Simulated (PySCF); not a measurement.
A run for PySCF: R-B3LYP/3-21G on H2OSSi (SMILES O[Si]S), a point of a torsion scan.

```python
from pyscf import gto, scf, dft, mp
from pyscf.data.elements import chemcore

mol = gto.M(
    atom='''
    O    -1.12221188    0.29243356   -0.07826863
    Si   -0.14593470   -0.88834325   -0.66083760
    S     1.50991498   -0.52611175    0.71840792
    H    -1.99299528    0.48649330   -0.41076644
    H     0.75606452   -0.07838426    1.71142359
    ''',
    basis='3-21g',
    charge=0, spin=0, verbose=3, max_memory=1800)
mf = dft.RKS(mol, xc='b3lyp')
mf.conv_tol = 1e-8
mf.max_cycle = 100
mf.kernel()
if not mf.converged:
    mf = mf.newton().run(mf.mo_coeff, mf.mo_occ)
```

**Question.** Predict the final total energy.

**Answer.** -760.2285 hartree.
